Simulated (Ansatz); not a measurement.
Geometry optimisation, RKS B3LYP-D4/def2-SVP (Ansatz 0.2.0).

The input (input.yaml):

```yaml
crystal:
  periodic: [false, false, false]
  atoms:
    - { symbol: Ga, position_ang: [0.054307, 0.438684, -0.498112] }
    - { symbol: O, position_ang: [-0.015214, 0.071445, 2.454354] }
    - { symbol: H, position_ang: [-0.95113, -0.048534, 2.670607] }
    - { symbol: H, position_ang: [1.424736, -0.133552, -1.00109] }
    - { symbol: H, position_ang: [-1.327937, -0.19994, -0.892589] }
    - { symbol: H, position_ang: [0.040561, 1.753049, 0.371311] }
    - { symbol: H, position_ang: [0.013777, 0.981449, 2.07042] }
basis:
  gaussian: { orbitals: def2-SVP }
hamiltonian:
  xc: b3lyp
  dispersion: d4
relax:
  f_tol: 0.03
  max_steps: 50
```

Run as:

```bash
$ ansatz run input.yaml --threads 1 --pin off --max-ram 2048MiB --backend cpu --events-out ev --progress --plain --runs-dir out
```

Q: Where does it end, and by what steps?

A: The run converged. After 7 steps the energy has fallen by 0.471 eV; H6 moved furthest, 0.54 Å. Joined: Ga1–O2 (2.98 → 2.20 Å).

```csv
step,energy less start (eV),largest force component (eV/Å),accepted
0,0.0000,0.682,yes
1,-0.0678,1.986,yes
2,-0.2299,2.343,yes
3,-0.3990,0.672,yes
4,-0.4432,0.244,yes
5,-0.4565,0.281,yes
6,-0.4712,0.033,yes
7,-0.4714,0.025,yes
```

```xyz
7
Properties=species:S:1:pos:R:3
Ga 0.014 0.498 -0.225
O -0.014 0.084 1.938
H -0.890 -0.240 2.195
H 1.355 -0.225 -0.622
H -1.370 -0.223 -0.495
H 0.007 2.075 -0.066
H 0.136 0.893 2.449
```

Whether the end is a true minimum wasn't checked by a vibrational analysis.

The run took 20 s on 1 thread of Arm Neoverse V1, on a shared host, peak memory 0.13 GiB.
